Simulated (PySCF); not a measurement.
Members of one family of related compounds. Method used: TDDFT CAM-B3LYP/def2-SVPD, vertical, gas phase, core orbitals frozen in the response in PySCF 2.14.0, density-fitted response routines. Geometries: GFN2-xTB; one conformer of each isolated species. Triplets are in the Tamm–Dancoff approximation.

Question: Rank by computed LUMO energy, highest first.
A. `CC(C)[SiH2][SiH3]`
B. `FC[SiH2][SiH3]`
C. `[SiH3][SiH2]N([SiH3])[SiH3]`
D. `c1ccn([SiH2][SiH3])c1`

Answer: A (1.04 eV), B (0.77 eV), D (0.61 eV), C (0.43 eV).

```tsv
SMILES	LUMO (eV)	first f ≥ 0.01 (nm)	gap (eV)	f (S1)	T1 (eV)	S1 mainly
CC(C)[SiH2][SiH3]	1.04	171	10.29	0.034	6.41	H→L (84%)
FC[SiH2][SiH3]	0.77	169	10.55	0.054	6.45	H→L (75%)
[SiH3][SiH2]n1cccc1	0.61	205	8.11	0.002	4.27	H→L (89%)
[SiH3][SiH2]N([SiH3])[SiH3]	0.43	181	9.03	0.005	5.36	H→L (96%)
```

H and L stand for HOMO and LUMO.
